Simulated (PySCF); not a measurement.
**Electric field gradients and quadrupole coupling constants**

C₅H₈NSi (charge -1).
SMILES with atom numbers: `[CH2:1]=[CH:2][Si-:3]([C:4]#[N:5])[CH2:6][CH3:7]` (hydrogens: H8, H9 on C1; H10 on C2; H11, H12 on C6; H13, H14, H15 on C7)

Structure used (GFN2-xTB), in Å, numbered top down from 1:
```xyz
15
C5H8NSi angstrom
C      2.1343    0.8111   -0.6066
C      1.7403   -0.0670    0.3152
Si     0.4034   -1.3530    0.1099
C     -0.2565   -1.5244    1.8283
N     -0.5962   -1.9220    2.8646
C     -1.0409   -0.5113   -0.8368
C     -1.6011    0.7236   -0.1466
H      3.0169    1.4364   -0.5038
H      1.5720    0.9630   -1.5185
H      2.3777   -0.1842    1.1916
H     -0.6878   -0.2389   -1.8377
H     -1.8471   -1.2385   -0.9876
H     -0.8137    1.4636   -0.0011
H     -2.0000    0.4556    0.8323
H     -2.4059    1.1940   -0.7252
```

Field gradients from the PBE0/pcSseg-1 density (PySCF, non-relativistic), principal values in atomic units, ordered |Vxx| ≤ |Vyy| ≤ |Vzz|:

| atom | Vxx | Vyy | Vzz |
| --- | --- | --- | --- |
| N5 | 0.2997 | 0.6692 | -0.9688 |

Find the asymmetry η = (Vxx − Vyy)/Vzz and the couplings χ = eQV/h (234.96 MHz × Q in barn × V in au), with Q(14N) = 0.02044 b.

```tsv
atom	environment	nucleus	η	χzz (MHz)	χxx (MHz)	χyy (MHz)
N5	cyano nitrogen	14N	0.38	-4.653	1.439	3.214
```

The tensor is traceless: Vxx + Vyy + Vzz = 0.

What is Vzz at N5 in SI units (1 au = 9.71736 × 10²¹ V/m²)?

-0.9688 au = -9.415 × 10²¹ V/m².

And the gradient at the other heavy atoms, for which no coupling is worked out here?

| atom | environment | Vzz (au) | η |
| --- | --- | --- | --- |
| C1 | terminal =CH2 carbon | -0.162 | 0.69 |
| C2 | alkene CH carbon | 0.443 | 0.50 |
| Si3 | silicon bonded to 3 C | -0.843 | 0.60 |
| C4 | cyano carbon | -0.562 | 0.02 |
| C6 | sp3 carbon bound to silicon | -0.139 | 0.32 |
| C7 | methyl carbon | 0.051 | 0.65 |

What couplings would deuterons (Q(2H) = 0.00286 b) have in place of the hydrogens, at this geometry?

```
atom  bonded to  bond length (Å)  Vzz (au)     η  χzz (kHz)
  H8         C1            1.087    0.3310  0.08        222
  H9         C1            1.082    0.3365  0.08        226
 H10         C2            1.090    0.3215  0.02        216
 H11         C6            1.096    0.3116  0.04        209
 H12         C6            1.096    0.3102  0.04        208
 H13         C7            1.090    0.3102  0.01        208
 H14         C7            1.090    0.3102  0.02        208
 H15         C7            1.097    0.3068  0.01        206
```

The structure is a single GFN2-xTB conformer in the gas phase; no vibrational or solvent corrections. The pcSseg-1 basis has no diffuse functions, a weakness for an anion. GFN2-xTB bond lengths can be off by several hundredths of an ångström, more for odd bonds, and the gradients follow them. With a basis this small, the couplings can be 20 % off.
